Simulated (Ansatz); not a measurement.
Geometry optimisation, Ansatz, RKS BHLYP-D4/def2-SVP.

Input file:

```yaml
crystal:
  periodic: [false, false, false]
  atoms:
    - { symbol: Al, position_ang: [-0.081149, -0.466059, 0.286729] }
    - { symbol: "N", position_ang: [-0.150312, -0.399209, 2.136499] }
    - { symbol: H, position_ang: [-1.013733, -0.210725, 2.61897] }
    - { symbol: H, position_ang: [0.480382, -0.918648, 2.724913] }
    - { symbol: O, position_ang: [1.283712, -0.94996, -0.542376] }
    - { symbol: Si, position_ang: [2.55387, -1.498855, -1.42171] }
    - { symbol: H, position_ang: [2.139356, -2.664754, -2.235998] }
    - { symbol: H, position_ang: [3.057233, -0.435835, -2.319602] }
    - { symbol: H, position_ang: [3.648112, -1.919467, -0.515468] }
    - { symbol: F, position_ang: [-1.460153, -0.054938, -0.518685] }
    - { symbol: P, position_ang: [-0.372456, 2.942715, 0.912872] }
    - { symbol: H, position_ang: [-1.755633, 3.159953, 1.115907] }
    - { symbol: H, position_ang: [0.058011, 3.9174, 1.843143] }
    - { symbol: H, position_ang: [-0.272239, 1.844983, 1.810006] }
basis:
  gaussian: { orbitals: def2-SVP }
hamiltonian:
  xc: { name: BHLYP }
  dispersion: d4
relax:
  f_tol: 0.03
  max_steps: 50
```

Launched with:

```bash
$ ansatz run input.yaml --threads 4 --pin off --max-ram 5120MiB --backend cpu --events-out ev --progress --plain --runs-dir out
```

Task: Where does it end, and by what steps?

Result: The run converged. The force dipped under the threshold on the way, but the program's further checks kept it going. After 27 steps the energy has fallen by 0.710 eV; H12 moved furthest, 2.24 Å. Joined: Al1–P11 (3.48 → 2.56 Å).

```tsv
step	energy less start (eV)	largest force component (eV/Å)	accepted
0	0.0000	2.054	yes
1	-0.1475	1.170	yes
2	-0.2002	0.219	yes
3	-0.2082	0.383	yes
4	-0.2171	0.202	yes
5	-0.2234	0.284	yes
6	-0.2353	0.204	yes
7	-0.2395	0.752	yes
8	-0.2734	0.766	yes
9	-0.3302	0.616	yes
10	-0.3997	0.585	yes
11	-0.4705	0.702	yes
12	-0.5362	0.441	yes
13	-0.5947	0.274	yes
14	-0.6332	0.184	yes
15	-0.6624	0.344	yes
16	-0.6782	0.474	yes
17	-0.6888	0.347	yes
18	-0.7024	0.069	yes
19	-0.7057	0.031	yes
20	-0.7054	0.214	no
21	-0.7058	0.157	yes
22	-0.7081	0.128	yes
23	-0.7087	0.068	yes
24	-0.7095	0.048	yes
25	-0.7099	0.034	yes
26	-0.7102	0.021	yes
27	-0.7104	0.021	yes
```

```xyz
14
Properties=species:S:1:pos:R:3
Al -0.273 -0.385 0.765
N -0.231 -0.917 2.450
H -1.047 -1.110 3.005
H 0.589 -1.270 2.914
O 1.114 -0.576 -0.201
Si 2.251 -0.860 -1.326
H 1.811 -1.879 -2.310
H 2.567 0.389 -2.071
H 3.508 -1.335 -0.694
F -1.759 -0.371 0.009
P -0.137 2.165 0.834
H -0.134 2.844 -0.397
H 0.996 2.755 1.421
H -1.140 2.897 1.495
```

Whether the end is a true minimum wasn't checked by a vibrational analysis.

Time of the run: 31 s on 4 threads of AMD EPYC 9R45 96-Core Processor (Zen 5), with other jobs on the host, peak memory 0.37 GiB.
